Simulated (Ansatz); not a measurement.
`C[CH]1[GeH2][B]1F` + `[OH][Ge]([OH])([Cl])[Cl]` → `C[O][Ge]([OH])([Cl])[Cl]` + `F[B]1[CH2][GeH2]1`  (substitution at a C–C bond)

Calculated with Ansatz (gas phase, PBE0-D4/def2-TZVP geometries, no zero-point term in ΔE). CBS: MP2 limit from def2 TZ/QZ plus the TZ coupled-cluster correction, frozen cores. DFT in def2-TZVPP. For Ge outer-core shells are correlated without core-valence functions, which leaves a few kJ/mol of doubt a bond. Scalar relativity is left out up to krypton. Each species was taken in one conformer, which may not be the lowest.

```csv
level,ΔE (kJ/mol)
r2SCAN-D4,51.9
r2SCAN,52.1
CCSD(T)/def2-TZVPP,51.5
SCS-MP2/def2-QZVPP,53.9
```

(1) What does CCSD(T)/CBS give? (Best estimate.)

Largest T1 diagnostic among the species: 0.013.

Answers

(1) Computed: +53.4 kJ/mol. The listed levels differ from it by -1.5, -1.3, -1.9, 0.5 kJ/mol.

In def2-TZVPP, CCSD(T) changes the Hartree–Fock value by +11.0 kJ/mol (the triples alone add +1.5 kJ/mol) and MP2 by +17.1 kJ/mol.
